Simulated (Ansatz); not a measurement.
In9As8H24. Charge 0, multiplicity 2. Geometry PBE-D4/def2-SVP, that of the charge -1 singlet; atoms count from 1.

| atom | x (Å) | y (Å) | z (Å) |
| --- | --- | --- | --- |
| As1 | -0.453 | -1.225 | -4.258 |
| As2 | -2.529 | -1.566 | -0.073 |
| As3 | 3.777 | 0.214 | 2.401 |
| As4 | -0.041 | -0.394 | 3.322 |
| As5 | 1.600 | -1.376 | -0.596 |
| As6 | -2.254 | 2.008 | -2.265 |
| As7 | 0.588 | 2.601 | 0.833 |
| As8 | -3.415 | 1.731 | 1.780 |
| In9 | 0.992 | -2.951 | -2.699 |
| In10 | 4.039 | -1.743 | 0.516 |
| In11 | -0.167 | -2.062 | 1.220 |
| In12 | -2.814 | 0.223 | -4.208 |
| In13 | -3.919 | 0.684 | -0.768 |
| In14 | 2.328 | -0.154 | 4.653 |
| In15 | 3.252 | 2.457 | 1.121 |
| In16 | -0.982 | 2.040 | 2.909 |
| In17 | 1.427 | 1.149 | -1.275 |
| H18 | 0.609 | -0.288 | -4.838 |
| H19 | -0.589 | -2.055 | -5.544 |
| H20 | -3.543 | -2.568 | 0.487 |
| H21 | -2.319 | -2.307 | -1.394 |
| H22 | 5.191 | 0.537 | 2.903 |
| H23 | -1.033 | -0.980 | 4.334 |
| H24 | -3.386 | 2.939 | -2.762 |
| H25 | 0.324 | 4.020 | 0.327 |
| H26 | -4.267 | 1.124 | 2.904 |
| H27 | -4.050 | 3.123 | 1.880 |
| H28 | -0.182 | -4.137 | -2.154 |
| H29 | 2.440 | -3.342 | -3.606 |
| H30 | 4.021 | -3.282 | 1.351 |
| H31 | 5.273 | -1.203 | -0.600 |
| H32 | -0.217 | -3.725 | 1.759 |
| H33 | -3.948 | -1.049 | -3.736 |
| H34 | -2.901 | 0.931 | -5.816 |
| H35 | -5.634 | 0.339 | -0.773 |
| H36 | 2.744 | -1.704 | 5.348 |
| H37 | 2.230 | 1.344 | 5.555 |
| H38 | 4.249 | 3.884 | 1.155 |
| H39 | 3.259 | 1.734 | -0.698 |
| H40 | -0.978 | 3.232 | 4.186 |
| H41 | 1.277 | 1.797 | -2.878 |

In the def2 sets In takes a core potential; there is no spin–orbit coupling. Single mean-field runs in def2-SVP are fitted with def2-universal-jkfit.

Problem. Estimate the Mulliken populations of the heavy atoms from the PBE0/def2-SVP orbitals of Ansatz.

Solution. 
| atom | charge (e) | spin (α − β) |
| --- | --- | --- |
| As1 | -0.17 | 0.02 |
| As2 | -0.17 | 0.01 |
| As3 | -0.29 | 0.04 |
| As4 | -0.31 | 0.01 |
| As5 | -0.43 | 0.09 |
| As6 | -0.18 | 0.39 |
| As7 | -0.27 | 0.26 |
| As8 | -0.14 | 0.07 |
| In9 | 0.26 | 0.00 |
| In10 | 0.27 | 0.01 |
| In11 | 0.35 | 0.00 |
| In12 | 0.25 | 0.09 |
| In13 | 0.31 | -0.03 |
| In14 | 0.26 | 0.00 |
| In15 | 0.31 | 0.03 |
| In16 | 0.33 | -0.02 |
| In17 | 0.30 | -0.01 |
Mulliken values depend strongly on the basis.

Problem. Where does the spin sit?

Solution. Summed by element: As 0.89, In 0.06, H 0.06, of 1 unpaired in all. Largest on single atoms: As6 0.39, As7 0.26, As5 0.09.

Problem. And the Mayer bond orders between heavy atoms (over 0.3)?

Solution. As1–In9 0.63 (2.74 Å); As1–In12 0.63 (2.77 Å); As2–In11 0.62 (2.74 Å); As2–In13 0.68 (2.73 Å); As3–In10 0.63 (2.73 Å); As3–In14 0.69 (2.70 Å); As3–In15 0.89 (2.64 Å); As4–In11 0.74 (2.69 Å); As4–In14 0.62 (2.73 Å); As4–In16 0.85 (2.64 Å); As5–In9 0.69 (2.70 Å); As5–In10 0.63 (2.71 Å); As5–In11 0.83 (2.63 Å); As5–In17 0.89 (2.62 Å); As6–In12 0.63 (2.70 Å); As6–In13 0.96 (2.60 Å); As7–In15 0.65 (2.68 Å); As7–In16 0.71 (2.66 Å); As7–In17 0.62 (2.69 Å); As8–In13 0.55 (2.80 Å); As8–In16 0.69 (2.70 Å).
